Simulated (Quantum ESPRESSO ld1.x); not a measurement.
Results of a calculation; reference values are marked as such.
Orbital energies (hartree) of the krypton ion Kr+, [Ar] 3d10 4s2 4p5: non-relativistic, with first-order perturbation theory as ld1.x prints it (mass-velocity, Darwin and spin-orbit terms), and from the self-consistent Dirac equation with open shells shared by 2j + 1. Spin-unpolarised spherical Kohn-Sham, BLYP, point nucleus, ld1.x of Quantum ESPRESSO 7.5.

orbital        non-rel.  first order     Dirac
1s1/2          -511.349     -522.175  -520.690
2s1/2          -66.8236     -69.3455  -68.9342
2p1/2          -60.5029     -62.8500  -62.3483
2p3/2          -60.5029     -60.9491  -60.3686
3s1/2           -9.7695     -10.2320  -10.1205
3p1/2           -7.5237      -7.9135   -7.7960
3p3/2           -7.5237      -7.6356   -7.5046
3d3/2           -3.4942      -3.5632   -3.4512
3d5/2           -3.4942      -3.5148   -3.4032
4s1/2           -1.2083      -1.2670   -1.2435
4p1/2           -0.7124      -0.7491   -0.7302
4p3/2           -0.7124      -0.7235   -0.7036
4d3/2 (empty)   -0.1416      -0.1430   -0.1387
4d5/2 (empty)   -0.1416      -0.1421   -0.1379
5s1/2 (empty)   -0.2168      -0.2235   -0.2207

First order keeps the non-relativistic potential frozen, so it lacks the indirect effect: the contracted s and p shells screen the nucleus better and push d and f levels up in the self-consistent Dirac solution.
